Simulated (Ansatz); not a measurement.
Input and output for AlH$_{6}$NSSi (`N[SiH2][S][AlH2]`).

```yaml
crystal:
  periodic: [false, false, false]
  atoms:
    - {symbol: N, position_ang: [-0.642679, 1.434934, 0.307578]}
    - {symbol: Si, position_ang: [-1.126730, 0.028848, -0.204234]}
    - {symbol: S, position_ang: [0.110715, -0.984734, -1.381315]}
    - {symbol: Al, position_ang: [1.626347, -1.171155, -0.092913]}
    - {symbol: H, position_ang: [-0.056303, 1.485464, 1.023641]}
    - {symbol: H, position_ang: [-0.516288, 2.137057, -0.283887]}
    - {symbol: H, position_ang: [-1.392879, -0.721540, 0.902458]}
    - {symbol: H, position_ang: [-2.235568, 0.205231, -0.977047]}
    - {symbol: H, position_ang: [2.828486, -1.855924, -0.535788]}
    - {symbol: H, position_ang: [1.481443, -0.605468, 1.244265]}
basis:
  gaussian: {orbitals: STO-3G, fitting: {mean_field: def2-universal-jkfit}}
total_charge: 1
magnetization: {spin_polarized: true, initial_magnetization: 1}
hamiltonian: {xc: {name: HF}}
correlation: {method: ccsd}
scf: {lower_state_search: full}
```

```sh
$ ansatz run in.yaml --threads 2 --pin off --events-out ev --progress --plain --max-ram 4352MiB
```

It prints (some lines left out):

```
Functional definition: HF
569 factors; integrals over basis functions are off by at most 8.7e-3 eV
mean field evaluation 1: about -26521.1212 eV, gradient 1.9e1 eV
mean field evaluation 2: about -26524.4569 eV, gradient 9.4e0 eV
mean field evaluation 4: about -26525.8870 eV, gradient 2.7e0 eV
mean field evaluation 8: about -26526.5841 eV, gradient 6.9e-1 eV
mean field evaluation 16: about -26524.4228 eV, gradient 9.4e0 eV
mean field evaluation 32: about -26526.6806 eV, gradient 5.8e-4 eV
mean field -26526.68064063 eV, -974.8375331131 hartree, gradient 1.4e-6 eV, S^2 0.753172; 9 other end points of the search recorded, 0 dependent functions left out
16 core orbitals not correlated: weight in the atoms' cores, before any rotation towards them, 0.999 or more for the frozen orbitals, at most 0.000 for the correlated occupied ones
reference -26526.68064063 eV, -974.8375331131 hartree; 12, 11 occupied and 10, 11 virtual orbitals, 569 factors
second order -3.00158962 eV of doubles, -0.00000000 eV of singles
cycle   1  -3.66427082 eV  change   -6.6e-1 eV  update   7.2e-2
cycle   2  -3.99315384 eV  change   -3.3e-1 eV  update   2.7e-2
cycle   3  -4.02414873 eV  change   -3.1e-2 eV  update   1.4e-2
cycle   4  -4.02754204 eV  change   -3.4e-3 eV  update   1.0e-2
cycle   5  -4.02894303 eV  change   -1.4e-3 eV  update   8.6e-3
cycle   6  -4.03474498 eV  change   -5.8e-3 eV  update   7.5e-3
cycle   7  -4.03946659 eV  change   -4.7e-3 eV  update   6.2e-3
cycle   8  -4.04339247 eV  change   -3.9e-3 eV  update   4.7e-3
cycle   9  -4.04613264 eV  change   -2.7e-3 eV  update   3.8e-3
cycle  10  -4.04795104 eV  change   -1.8e-3 eV  update   3.1e-3
cycle  11  -4.05048770 eV  change   -2.5e-3 eV  update   2.3e-3
cycle  12  -4.05166030 eV  change   -1.2e-3 eV  update   1.2e-3
cycle  13  -4.05220736 eV  change   -5.5e-4 eV  update   6.5e-4
cycle  14  -4.05200846 eV  change    2.0e-4 eV  update   3.3e-4
cycle  15  -4.05203726 eV  change   -2.9e-5 eV  update   1.8e-4
cycle  16  -4.05206816 eV  change   -3.1e-5 eV  update   9.2e-5
cycle  17  -4.05202919 eV  change    3.9e-5 eV  update   5.2e-5
cycle  18  -4.05201646 eV  change    1.3e-5 eV  update   2.9e-5
cycle  19  -4.05200485 eV  change    1.2e-5 eV  update   1.1e-5
Total energy: -26530.73264548 eV, -974.9864415449 hartree
```

Run time 3.6 s (2 threads of an Arm Neoverse V1 on a shared host); peak host memory 0.11 GiB.
